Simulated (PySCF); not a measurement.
A structure optimised at PBE-D3(BJ)/def2-TZVPD, used in a PySCF frequency run:

```xyz
2

Al     0.0000     0.0000    -0.6227
O      0.0000     0.0000     1.0119
```
Charge 0, spin multiplicity 2.

Task: Write its SMILES, formula and point group.

Result: [O]=[Al], AlO, C∞v

Task: What are its rotational constants (standard atomic weights)?

Result: 18.833 GHz (linear rotor, B only)
